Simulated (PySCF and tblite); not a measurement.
The numbers below are computed, except where a source is named.
System: C6H13N, numbered as in [CH3:1][C:2]([CH3:3])([CH3:4])[N:5]1[CH2:6][CH2:7]1.

For the rotation about the C2–N5 bond (torsion C1–C2–N5–C6 from -83° to -198°, falling): electronic barrier 4.67 kcal/mol, zero-point change 0.11 kcal/mol, thermal and entropy terms at 298.15 K a further 0.87 kcal/mol (symmetry numbers apart). The minimum is Cs, the saddle Cs. Level: PBE0/pcSseg-1 + D3(BJ) on GFN2-xTB stationary points, with GFN2-xTB thermal terms. Rates follow Eyring's equation with the number of equivalent paths and no tunnelling. (PySCF 2.14 with density fitting, tblite 0.8.)

How many equivalent paths lead out of the minimum?

2: the symmetry number of the minimum is 1, that of the saddle displaced along its mode 1, and the displaced saddle is chiral while the minimum is not, which doubles the count.

Work out the rate at 298.15 K.

ΔG‡ = 5.65 kcal/mol; k_B T/h = 6.2×10¹² s⁻¹; exp(−ΔG‡/RT) = 7.2×10⁻⁵; times 2 gives k = 9×10⁸ s⁻¹. Wigner's tunnelling factor for the 85i cm⁻¹ mode would be 1.01.
